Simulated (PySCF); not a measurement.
Cl₂H₄SSi₂, SMILES Cl[SiH2]S[SiH2]Cl.

Coordinates come from a r2SCAN-D4/def2-SVP optimisation. The structure was generated by enumeration, and PubChem lists no compound with its InChIKey, so it may never have been made. Other conformers were not sampled.

Level of theory: PySCF with PBE/def2-TZVP.

Gas-phase values at a fixed geometry.

```json
{
  "total_energy": "-1899.34487 hartree",
  "point_group": "C2",
  "highest_occupied_level": "-6.91 eV",
  "lowest_empty_level": "-1.49 eV",
  "orbital_gap": "5.42 eV",
  "dipole_moment": "0.025 e·Å",
  "quadrupole, principal values (traceless, Buckingham form, about the centre of nuclear charge)": "-6.40, -0.93, 7.33 D·Å",
  "mean_static_polarisability": "95.4 bohr³ (14.14 Å³)",
  "polarisability_principal_values": "85.1, 87.0, 114.1 bohr³"
}
```
